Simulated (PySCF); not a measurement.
## NMR data sheet: aminodiethylborane

| Property | Result |
| --- | --- |
| Formula | C4H12BN |
| SMILES | CCB(N)CC |
| Point group of the computed structure | C1 |
| Carbon signals | 2 |
| Proton signals | 3 |

Bonds (- single, = double, # triple, : aromatic): C1-C2, C2-B3, B3-N4, B3-C5, C5-C6. C1 carries H7, H8, H9; C2 carries H10, H11; N4 carries H12, H13; C5 carries H14, H15; C6 carries H16, H17, H18.

[PySCF: PBE0-D3(BJ)/def2-TZVP structure; shielding tensors at B97-2/pcSseg-2 (GIAO); non-relativistic Hamiltonian; fast rotation and ring inversion assumed for equivalent nuclei; no solvent model; a single conformation]

Referencing at the same level of theory: $^{1}$H (31.64 ppm), $^{13}$C (185.38 ppm) vs TMS; BF3·OEt2 for $^{11}$B (99.77 ppm); $^{15}$N (261.75 ppm) vs NH3.

| carbon | δC, type | δH (multiplicity) | HMBC from (2–3 bonds) | span of the C tensor (ppm) |
| --- | --- | --- | --- | --- |
| C1/C6 | 12.9, CH3 | 1.03 (t) | H10/H11/H14/H15 | 20 |
| C2/C5 | 17.1, CH2 | 0.78 (q) | H7/H8/H9/H16/H17/H18, H10/H11/H14/H15 | 12 |

Other nuclei:
| atoms | nucleus | environment | δ (ppm) | σ (ppm) |
| --- | --- | --- | --- | --- |
| H12/H13 | $^{1}$H | hydrogen on a nitrogen bonded to B | 3.43 | 28.21 |
| B3 | $^{11}$B | boron bonded to 2 C, N | 46.2 | 53.6 |
| N4 | $^{15}$N | nitrogen bonded to B, 2 H | 97.4 | 164.4 |

δC 17.1: sp3 CH2 bonded to B. δC 12.9: methyl carbon; aliphatic region, no heteroatom directly attached. δH 3.43: hydrogen on a nitrogen bonded to B; exchangeable; this is the value without hydrogen bonding to other molecules. δH 1.03: hydrogen on a methyl carbon. δH 0.78: hydrogen on an sp3 CH2 bonded to B.

Exchangeable OH/NH protons stand at their gas-phase positions; hydrogen bonding in a real sample shifts them, mostly to higher δ. A carbon bonded to boron is broadened by the quadrupolar boron nucleus and is often missing from a measured spectrum. Shifts are as computed. Against solution values, carbons near 30 ppm lie about +3 ppm off and those near 130 ppm about +7 ppm. Of 1211 compounds with measured shifts, 218 miss one by over three times the rms of a fit or turn the order of signals round; such compounds aren't used in these exercises. Experimental scales use liquid or dissolved standards, which lie at an offset from isolated NH3 (liquid NH3: subtract about 20 ppm). No couplings were computed; multiplicities are counted from neighbouring protons, with m where these are inequivalent, close in shift, in a saturated or five-membered ring or joined by F or P, and br s for small geminal =CH2 splittings.
